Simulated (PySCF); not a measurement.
Delta-SCF ions had no search for a lower state. Excitations are Tamm–Dancoff values on a coarser integration grid. The basis has no diffuse functions, so Rydberg states are missing or too high.

C6H16SSi, SMILES `C(C)[Si](S)(CC)CC` (charge 0, multiplicity 1)

Method: PBE0-D4/def2-TZVP // PBE0-D4/def2-SVP (PySCF).

| Item | Value |
|---|---|
| HOMO | -6.99 eV |
| dipole moment | 1.80 D |
| HOMO–LUMO gap | 7.57 eV |
| LUMO | 0.58 eV |
| S1 excitation (TDA) | 6.04 eV |
| S1 oscillator strength | 0.001 |
| brightest of the four lowest singlets (TDA) | 6.79 eV |
| T1 excitation (TDA) | 5.51 eV |
| S1–T1 gap (TDA) | 0.53 eV |
| vertical ionisation energy (Delta-SCF) | 8.88 eV |
| total energy | -925.5909 Ha |
| cost | about 15 core-minutes (a rough figure) |

```xyz
24

C      1.5303     2.1771     1.1753
C      0.3878     1.1974     1.4223
Si    -0.3098     0.3964    -0.1363
S     -1.0772     1.9257    -1.4731
C     -1.6899    -0.8031     0.3264
C     -2.3209    -1.5309    -0.8560
C      1.0389    -0.4537    -1.1414
C      1.7362    -1.5878    -0.3933
H      1.8670     2.6610     2.1056
H      2.4060     1.6750     0.7339
H      1.2251     2.9702     0.4747
H     -0.4479     1.7001     1.9414
H      0.7062     0.3848     2.1009
H     -1.9915     2.3944    -0.5952
H     -2.4550    -0.2324     0.8828
H     -1.2752    -1.5231     1.0558
H     -1.5897    -2.1723    -1.3736
H     -3.1571    -2.1764    -0.5443
H     -2.7067    -0.8154    -1.5991
H      0.5858    -0.8264    -2.0762
H      1.7693     0.3132    -1.4520
H      2.2222    -1.2309     0.5292
H      1.0286    -2.3802    -0.1004
H      2.5175    -2.0628    -1.0074
```
